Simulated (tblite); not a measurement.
C7H8, charge +1, doublet, geometry from GFN2-xTB (a state made from the parent by changing its charge; the spin is typed, not shown lowest); GFN1-xTB (tblite 0.6.0).

The tblite input:
```
$ tblite run mol.xyz --method gfn1 --charge 1 --spin 1 --guess eeq --json tblite.json --no-restart

# file mol.xyz
15

C      1.17486600    -0.47772752     0.64346424
C      0.78808183     0.81384632     0.85974479
C     -0.27270495     1.14091680    -0.16480281
C     -1.32582170     0.24940099     0.45008430
C     -0.93903754    -1.04217285     0.23380375
C      0.36763190    -0.99733600    -0.52286403
C      0.18725884     0.28323646    -1.35653456
H      1.88225086    -1.06032231     1.20773834
H      1.12040016     1.48369710     1.63374723
H     -0.52038085     2.18306297    -0.32266910
H     -2.18604264     0.60082512     0.99298053
H     -1.42419194    -1.94319429     0.56697164
H      0.70397232    -1.90537355    -1.00729843
H     -0.57381316     0.18453533    -2.12817486
H      1.11615896     0.63578433    -1.80066947
```

The log (banner, timings and long lists left out):

```
xTB calculator
 | screened Coulomb repulsion
 | Coulomb electrostatics
 |  * isotropic Klopman-Ohno-Mataga-Nishimoto electrostatics
 |  * onsite third-order electrostatics
 | DFT-D3(BJ) dispersion correction

halogen bonding energy    0.0000000000000E+00 Eh
repulsion energy          2.9788294936584E-01 Eh
dispersion energy        -6.4418075364036E-03 Eh
number of electrons       3.5000000000000E+01 e
integral cutoff           1.9731147476801E+01 bohr

------------------------------------------------------------
  cycle        total energy    energy error   density error
------------------------------------------------------------
      1     -18.49088407911  -1.8782325E+01   6.1265324E-01
      2     -18.52435701646  -3.3472937E-02   3.6547885E-01
      3     -18.52474203124  -3.8501479E-04   3.1056583E-02
      4     -18.52594614653  -1.2041153E-03   1.9366835E-03
      5     -18.52595023716  -4.0906275E-06   3.6227965E-04
      6     -18.52595046459  -2.2742964E-07   1.2021150E-04
      7     -18.52595048149  -1.6900117E-08   5.9681844E-06
------------------------------------------------------------

electronic energy        -1.8817391623320E+01 Eh
total energy             -1.8525950481491E+01 Eh

Post processing:
 | Mayer-Wiberg bond orders

[Info] JSON dump of results written to 'tblite.json'
```
